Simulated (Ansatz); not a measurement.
Steps of a relaxation of CH$_{7}$BO$_{3}$Si, SMILES `C[SiH2]OB(O)O` with RKS PBE-D4/def2-SVP.

```sh
$ ansatz run in.yaml --threads 2 --pin off --events-out ev --progress --plain --max-ram 32768MiB --backend cpu
```

```yaml
crystal:
  periodic: [false, false, false]
  atoms:
    - {symbol: C, position_ang: [0.097400, -2.497500, 0.342100]}
    - {symbol: Si, position_ang: [0.455900, -0.637800, 0.428300]}
    - {symbol: O, position_ang: [-0.691900, 0.252100, -0.547000]}
    - {symbol: B, position_ang: [-0.198200, 1.666700, -0.407200]}
    - {symbol: O, position_ang: [0.669800, 2.239500, -1.371500]}
    - {symbol: O, position_ang: [-0.864200, 2.499800, 0.643900]}
    - {symbol: H, position_ang: [-0.954100, -2.617300, 0.711300]}
    - {symbol: H, position_ang: [0.154800, -2.772400, -0.731100]}
    - {symbol: H, position_ang: [0.771700, -3.010600, 0.991500]}
    - {symbol: H, position_ang: [0.374000, -0.202900, 1.857500]}
    - {symbol: H, position_ang: [1.819500, -0.429800, -0.047500]}
    - {symbol: H, position_ang: [0.118700, 2.590300, -2.075400]}
    - {symbol: H, position_ang: [-1.733000, 2.885200, 0.219700]}
basis:
  gaussian: {orbitals: def2-SVP}
hamiltonian: {xc: pbe, dispersion: d4}
relax: {f_tol: 0.03, max_steps: 200}
```

Positions (Å) and forces (eV/Å) along the path, 11 of 31 steps:

```xyz
13
step=1 energy=-15828.1234 eV
C     0.097   -2.498    0.342   -1.621    1.695   -0.802
Si    0.456   -0.638    0.428   -1.210   -0.828   -0.084
O    -0.692    0.252   -0.547    2.478    2.357    1.208
B    -0.198    1.667   -0.407   -2.711    0.194   -0.054
O     0.670    2.240   -1.371   -0.523   -1.164    1.812
O    -0.864    2.500    0.644   -0.491   -0.683   -2.926
H    -0.954   -2.617    0.711    0.354   -0.229   -0.192
H     0.155   -2.772   -0.731    0.086   -0.393    0.211
H     0.772   -3.011    0.992    0.933   -0.873    0.616
H     0.374   -0.203    1.857   -0.046    0.212    0.125
H     1.819   -0.430   -0.048    0.788    0.359   -0.354
H     0.119    2.590   -2.075   -0.199    0.368   -0.635
H    -1.733    2.885    0.220    2.161   -1.015    1.076
13
step=3 energy=-15829.1672 eV
C     0.039   -2.469    0.337   -0.098   -0.270   -0.103
Si    0.523   -0.685    0.498    0.160    0.436    0.096
O    -0.506    0.320   -0.395    0.147    0.294    0.075
B    -0.307    1.691   -0.479    0.154    0.283   -0.038
O     0.591    2.198   -1.418   -0.484   -0.551   -0.263
O    -0.885    2.546    0.462   -0.591    0.141   -0.567
H    -0.991   -2.638    0.710    0.004   -0.011    0.002
H     0.085   -2.799   -0.721   -0.003   -0.034    0.009
H     0.733   -3.104    0.930   -0.045    0.053   -0.042
H     0.464   -0.235    1.930   -0.015   -0.073    0.118
H     1.912   -0.406    0.001    0.130   -0.169   -0.013
H     0.178    2.748   -2.111    0.220    0.170    0.434
H    -1.814    2.797    0.270    0.420   -0.268    0.292
13
step=4 energy=-15829.4844 eV
C     0.011   -2.435    0.320    0.193   -0.739    0.051
Si    0.591   -0.696    0.576    0.396    0.340    0.118
O    -0.415    0.356   -0.256   -0.126   -0.332    0.116
B    -0.301    1.691   -0.499    0.088    0.952   -0.452
O     0.526    2.116   -1.526   -0.392   -0.083   -0.684
O    -0.926    2.644    0.292   -1.022    0.431   -0.329
H    -1.012   -2.593    0.709   -0.053    0.022    0.025
H     0.025   -2.732   -0.750   -0.019    0.096    0.009
H     0.694   -3.143    0.859   -0.228    0.240   -0.119
H     0.567   -0.321    2.037   -0.011   -0.077    0.014
H     1.997   -0.476    0.067   -0.039   -0.134    0.046
H     0.173    2.868   -2.063    0.405   -0.343    0.916
H    -1.911    2.687    0.248    0.808   -0.373    0.291
13
step=6 energy=-15829.9935 eV
C    -0.013   -2.403    0.320    0.070   -0.121   -0.029
Si    0.634   -0.669    0.603    0.059    0.030    0.075
O    -0.439    0.438   -0.074   -0.067   -0.112    0.166
B    -0.330    1.723   -0.543    0.015    0.227   -0.092
O     0.553    2.006   -1.557   -0.104    0.286   -0.079
O    -1.103    2.753   -0.028   -0.641   -0.259   -0.257
H    -1.017   -2.548    0.767    0.009    0.040   -0.006
H    -0.076   -2.625   -0.764   -0.020   -0.019   -0.008
H     0.677   -3.145    0.781   -0.061    0.077   -0.037
H     0.719   -0.393    2.084    0.006    0.004   -0.026
H     2.009   -0.485    0.011   -0.049   -0.032   -0.012
H     0.365    2.905   -1.901    0.202   -0.254    0.187
H    -1.959    2.409    0.316    0.580    0.133    0.118
13
step=7 energy=-15830.0964 eV
C    -0.021   -2.380    0.316    0.008   -0.031   -0.040
Si    0.651   -0.653    0.595   -0.018    0.073    0.039
O    -0.484    0.474    0.045    0.061   -0.060    0.128
B    -0.363    1.723   -0.521    0.150    0.060   -0.164
O     0.624    1.964   -1.450   -0.120    0.150    0.044
O    -1.234    2.739   -0.179   -0.469   -0.337   -0.053
H    -1.007   -2.515    0.806    0.017    0.023   -0.010
H    -0.137   -2.590   -0.767   -0.012   -0.009    0.010
H     0.678   -3.132    0.739   -0.016    0.015   -0.013
H     0.838   -0.409    2.073    0.012   -0.015   -0.038
H     1.979   -0.457   -0.093   -0.072   -0.014   -0.004
H     0.499    2.852   -1.838    0.099   -0.112    0.104
H    -2.003    2.348    0.289    0.359    0.255   -0.006
13
step=13 energy=-15830.1742 eV
C    -0.062   -2.277    0.278    0.000    0.000    0.001
Si    0.744   -0.631    0.689    0.019   -0.029    0.005
O    -0.366    0.606    0.381   -0.022    0.031   -0.007
B    -0.369    1.686   -0.472    0.000    0.002   -0.002
O     0.690    1.909   -1.318   -0.003   -0.003    0.003
O    -1.441    2.552   -0.485    0.003   -0.002    0.001
H    -1.003   -2.409    0.849    0.002    0.000   -0.001
H    -0.300   -2.344   -0.803    0.001    0.001   -0.002
H     0.617   -3.116    0.535    0.000    0.003   -0.001
H     1.076   -0.566    2.155    0.000   -0.001    0.004
H     1.999   -0.429   -0.115    0.002   -0.001    0.001
H     0.541    2.712   -1.847   -0.002    0.001   -0.004
H    -2.108    2.272    0.167    0.000    0.000    0.001
13
step=16 energy=-15830.1752 eV
C    -0.057   -2.248    0.252   -0.022    0.001   -0.005
Si    0.753   -0.624    0.732    0.009   -0.007   -0.006
O    -0.336    0.636    0.437    0.010    0.081   -0.057
B    -0.367    1.675   -0.467   -0.018   -0.066    0.025
O     0.658    1.852   -1.367   -0.030   -0.020    0.044
O    -1.439    2.541   -0.478   -0.003    0.006    0.013
H    -1.005   -2.396    0.806   -0.001    0.005    0.000
H    -0.284   -2.272   -0.833    0.004    0.001   -0.008
H     0.612   -3.103    0.482    0.019   -0.006    0.006
H     1.047   -0.605    2.207   -0.001    0.002    0.002
H     2.029   -0.410   -0.034    0.005    0.001    0.003
H     0.491    2.628   -1.931   -0.009   -0.002    0.008
H    -2.083    2.291    0.209    0.037    0.006   -0.025
13
step=17 energy=-15830.1755 eV
C    -0.050   -2.229    0.230   -0.027    0.009   -0.012
Si    0.757   -0.617    0.763    0.009   -0.026   -0.019
O    -0.318    0.656    0.476    0.013    0.137   -0.156
B    -0.371    1.662   -0.469    0.036   -0.046    0.099
O     0.629    1.802   -1.405   -0.106   -0.038    0.079
O    -1.434    2.541   -0.469   -0.041   -0.041    0.050
H    -1.007   -2.388    0.768    0.005    0.009   -0.005
H    -0.262   -2.224   -0.859    0.012    0.002    0.017
H     0.611   -3.093    0.448    0.021    0.002    0.004
H     1.021   -0.631    2.245   -0.008    0.006   -0.018
H     2.049   -0.394    0.027    0.001    0.001    0.011
H     0.453    2.561   -1.990   -0.016   -0.036    0.045
H    -2.057    2.319    0.249    0.101    0.021   -0.094
13
step=26 energy=-15830.2191 eV
C     0.064   -1.994    0.003    0.002    0.001   -0.038
Si    0.759   -0.554    0.992   -0.029   -0.040   -0.042
O    -0.210    0.826    0.782    0.069    0.045   -0.145
B    -0.431    1.518   -0.391   -0.046   -0.120   -0.050
O     0.187    1.113   -1.559   -0.062    0.088    0.131
O    -1.291    2.593   -0.410   -0.030    0.058    0.136
H    -0.981   -2.213    0.306    0.017    0.014   -0.011
H     0.072   -1.746   -1.080    0.003   -0.006    0.078
H     0.666   -2.914    0.158   -0.001    0.024   -0.003
H     0.717   -0.846    2.469    0.020    0.025   -0.049
H     2.176   -0.255    0.574   -0.029   -0.001    0.049
H    -0.050    1.688   -2.310   -0.003   -0.048    0.119
H    -1.658    2.749    0.482    0.088   -0.039   -0.175
13
step=27 energy=-15830.2232 eV
C     0.081   -1.980   -0.016    0.003   -0.008   -0.020
Si    0.753   -0.553    1.003   -0.030   -0.017    0.013
O    -0.207    0.833    0.791   -0.004   -0.060   -0.014
B    -0.456    1.495   -0.389    0.085    0.125    0.023
O     0.129    1.055   -1.556   -0.047   -0.025    0.004
O    -1.264    2.610   -0.407   -0.040   -0.020    0.021
H    -0.970   -2.203    0.260    0.015    0.006   -0.005
H     0.115   -1.714   -1.092   -0.003   -0.008    0.031
H     0.682   -2.900    0.140   -0.004    0.010    0.001
H     0.685   -0.855    2.476    0.009    0.008   -0.030
H     2.178   -0.248    0.626    0.000    0.004    0.015
H    -0.112    1.621   -2.311   -0.011    0.002    0.022
H    -1.591    2.805    0.491    0.027   -0.020   -0.061
13
step=31 energy=-15830.2252 eV
C     0.099   -1.983   -0.025   -0.003   -0.017    0.001
Si    0.745   -0.557    1.012    0.002    0.003   -0.003
O    -0.203    0.833    0.784    0.004    0.002    0.003
B    -0.457    1.501   -0.391    0.005   -0.010    0.004
O     0.074    1.032   -1.572   -0.003    0.002   -0.002
O    -1.240    2.633   -0.401   -0.007    0.009    0.000
H    -0.957   -2.208    0.228    0.001   -0.001   -0.001
H     0.155   -1.717   -1.099    0.000    0.007   -0.003
H     0.699   -2.901    0.145    0.000    0.004    0.005
H     0.646   -0.862    2.480   -0.002   -0.001   -0.002
H     2.179   -0.251    0.673   -0.002    0.002    0.001
H    -0.180    1.601   -2.320    0.001    0.000   -0.001
H    -1.539    2.844    0.501    0.003    0.000   -0.002
```

It took 54 s on 2 threads of an AMD EPYC 7R13 on a shared host, with 0.2 GiB of host memory at the peak.
